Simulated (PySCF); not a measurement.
Spectrum to structure. Method: PySCF 2.14.0, density-fitted response routines, TDDFT CAM-B3LYP/def2-SVPD, vertical, gas phase, core orbitals frozen in the response. Geometries: PBE0-D3(BJ)/def2-SVP, one conformer each.

```csv
state,E (eV),λ (nm),f
S1,6.90,179.6,0.024
S2,7.49,165.5,0.036
S3,7.56,163.9,0.044
S4,7.84,158.2,0.043
S5,7.97,155.6,0.011
S6,8.19,151.4,0.0009
S7,8.33,148.8,0.035
S8,8.37,148.2,0.077
S9,8.66,143.2,0.021
S10,8.69,142.7,0.029
```

Triplets computed (Tamm–Dancoff): 6.36, 6.83, 7.11, 7.35 eV.

**Question.** Which candidate is it? All have the formula C3H7FSi.
A. `F[C@H]1CC[SiH2]1`
B. `FC1C[SiH2]C1`
C. `F[SiH2]C1CC1`
D. `F[SiH]1CCC1`

**Answer.** A. Its S1, at 6.90 eV, is the lowest among the candidates; the nearest of the others has S1 at 7.52 eV. S1 is HOMO→LUMO (82%). Löwdin shares by element: HOMO carbon 42% or more, silicon 20%, fluorine 19% (atoms not listed hold the other 19%); LUMO silicon 30%, carbon 24% or more, hydrogen 11% or more (atoms not listed hold the other 35%). At the same level the other candidates give, for their lowest levels:
- `FC1C[SiH2]C1`: 7.74 eV (f 0.019); 7.92 eV (f 0.122); 8.01 eV (f 0.009); 8.18 eV (f 0.004); 8.27 eV (f 0.003); T1 6.95 eV; HOMO -9.88, LUMO 1.09 eV
- `F[SiH]1CCC1`: 7.52 eV (f 0.011); 7.74 eV (f 0.000); 7.85 eV (f 0.022); 7.98 eV (f 0.005); 8.27 eV (f 0.020); T1 7.10 eV; HOMO -9.56, LUMO 1.30 eV
- `F[SiH2]C1CC1`: 7.76 eV (f 0.007); 8.12 eV (f 0.037); 8.25 eV (f 0.006); 8.41 eV (f 0.012); 8.55 eV (f 0.043); T1 7.43 eV; HOMO -9.95, LUMO 1.10 eV
